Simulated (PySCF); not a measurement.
mer-MoBr3(PH3)3 (quartet state).
Bonds: Mo1–Br2, Mo1–Br3, Mo1–Br4, Mo1–P5, Mo1–P9, Mo1–P13. Hydrogens: H6, H7, H8 on P5; H10, H11, H12 on P9; H14, H15, H16 on P13.

Computed by this run: PBE0-D3(BJ)/def2-SVP geometry optimisation, gas phase, def2 core potentials past Kr in PySCF 2.14.0; unrestricted, density fitting, grid level 1; the optimiser is geomeTRIC in internal coordinates, started from a GFN2-xTB structure with every atom displaced at random (about 0.03 Å).

Step 10: E = -239944.0098 eV
```
atom  x, y, z in Å  |  force x, y, z in eV/Å
Mo1     0.4802   -0.0294   -0.1569   -0.033  -0.013  -0.013
Br2     0.3103   -0.3973    2.3745    0.006  -0.001  -0.012
Br3     0.1091    0.4165   -2.6182   -0.014  -0.004   0.023
Br4     2.9591   -0.3775   -0.3775   -0.004   0.013   0.013
P5     -2.0161    0.2365    0.1599    0.014  -0.013  -0.012
H6     -2.4518    1.2322    1.0710   -0.006   0.006  -0.006
H7     -2.7003   -0.8695    0.7275    0.001   0.013  -0.003
H8     -2.8849    0.5128   -0.9294    0.019   0.006   0.017
P9      1.0311    2.3653    0.4133    0.045  -0.013   0.009
H10     2.1344    2.4845    1.2908   -0.015   0.016   0.002
H11     0.0983    3.1864    1.1011   -0.006   0.002  -0.025
H12     1.4238    3.2622   -0.6114   -0.008  -0.004  -0.008
P13     0.3589   -2.5192   -0.5277    0.002  -0.025   0.022
H14     1.2359   -3.2760    0.2841   -0.009  -0.011   0.012
H15     0.7152   -3.0003   -1.8108   -0.002   0.006   0.001
H16    -0.8375   -3.2611   -0.3238    0.010   0.024  -0.019
```

Step 11: E = -239944.0140 eV
```
atom  x, y, z in Å  |  force x, y, z in eV/Å
Mo1     0.4836   -0.0374   -0.1525   -0.054   0.007  -0.008
Br2     0.3296   -0.4065    2.3784   -0.003  -0.003  -0.008
Br3     0.0912    0.4216   -2.6084   -0.002  -0.013   0.001
Br4     2.9645   -0.3624   -0.3694    0.002  -0.005  -0.006
P5     -2.0092    0.2427    0.1748    0.030  -0.026   0.005
H6     -2.4388    1.2366    1.0910   -0.001   0.006  -0.005
H7     -2.6979   -0.8620    0.7382   -0.007   0.005   0.004
H8     -2.8779    0.5279   -0.9107    0.002   0.012  -0.004
P9      1.0266    2.3608    0.4031    0.029  -0.039   0.025
H10     2.1026    2.4924    1.3112    0.000   0.021   0.003
H11     0.0739    3.1888    1.0535   -0.010   0.019  -0.022
H12     1.4455    3.2419   -0.6241   -0.004   0.002  -0.011
P13     0.3583   -2.5281   -0.5372    0.044   0.056   0.046
H14     1.2055   -3.2871    0.3038   -0.010  -0.027  -0.006
H15     0.7550   -3.0018   -1.8107   -0.002  -0.009   0.002
H16    -0.8471   -3.2616   -0.3745   -0.015  -0.005  -0.016
```

Step 12: E = -239944.0171 eV
```
atom  x, y, z in Å  |  force x, y, z in eV/Å
Mo1     0.4871   -0.0465   -0.1452   -0.047   0.016  -0.019
Br2     0.3346   -0.4246    2.3815    0.005  -0.006   0.014
Br3     0.0822    0.4250   -2.5978    0.003  -0.022  -0.004
Br4     2.9684   -0.3596   -0.3661    0.012  -0.006  -0.008
P5     -1.9990    0.2498    0.1945    0.019  -0.027   0.011
H6     -2.4182    1.2437    1.1158    0.007   0.003  -0.004
H7     -2.6977   -0.8502    0.7541   -0.009  -0.002   0.004
H8     -2.8660    0.5502   -0.8869   -0.017   0.012  -0.022
P9      1.0194    2.3566    0.3940    0.006  -0.037   0.025
H10     2.0662    2.5140    1.3311    0.014   0.017   0.003
H11     0.0443    3.1935    0.9984   -0.008   0.024  -0.018
H12     1.4603    3.2178   -0.6404    0.004   0.001  -0.008
P13     0.3634   -2.5363   -0.5449    0.049   0.096   0.046
H14     1.1760   -3.3087    0.3181   -0.008  -0.028  -0.014
H15     0.7970   -2.9995   -1.8099    0.002  -0.016   0.004
H16    -0.8525   -3.2591   -0.4297   -0.031  -0.026  -0.010
```

Task: Estimate the geometry and energy of step 13. (The exact step hangs on the optimiser's Hessian estimate; all steps are aligned on step 12, rigid shifts and turns removed.)

Result: E = -239944.0198 eV, largest force 0.088 eV/Å
```
atom  x, y, z in Å  |  force x, y, z in eV/Å
Mo1     0.4890   -0.0544   -0.1332   -0.010   0.025   0.010
Br2     0.3412   -0.4451    2.3903    0.006  -0.006   0.012
Br3     0.0725    0.4237   -2.5825    0.013  -0.023  -0.015
Br4     2.9733   -0.3465   -0.3547    0.012  -0.012  -0.014
P5     -1.9920    0.2493    0.2143   -0.005  -0.012   0.012
H6     -2.4010    1.2435    1.1400    0.010  -0.001   0.000
H7     -2.7017   -0.8458    0.7692   -0.008  -0.007   0.002
H8     -2.8563    0.5664   -0.8645   -0.021   0.003  -0.023
P9      1.0174    2.3536    0.3868   -0.031  -0.009   0.014
H10     2.0361    2.5456    1.3486    0.016   0.001  -0.002
H11     0.0231    3.2060    0.9369   -0.003   0.020  -0.010
H12     1.4799    3.1870   -0.6605    0.017  -0.003  -0.004
P13     0.3680   -2.5399   -0.5510    0.025   0.081   0.021
H14     1.1414   -3.3383    0.3247   -0.002  -0.016  -0.011
H15     0.8347   -2.9898   -1.8090    0.007  -0.015   0.007
H16    -0.8598   -3.2492   -0.4891   -0.026  -0.027  -0.002
```

The energy changes by -0.0027 eV. The first-order estimate −F·Δx gives -0.0026 eV and the mean of the old and new forces, exact on a quadratic surface, -0.0016 eV. The step makes an angle of 83° with the force vector and moves no atom by more than 0.066 Å.

What follows is the cost of the whole optimisation. The run took 39 min wall on one thread, Arm Neoverse V1 (aarch64), shared host with 32 logical CPUs at a one-minute load of 13, and the process peaked at 1.9 GiB of memory.
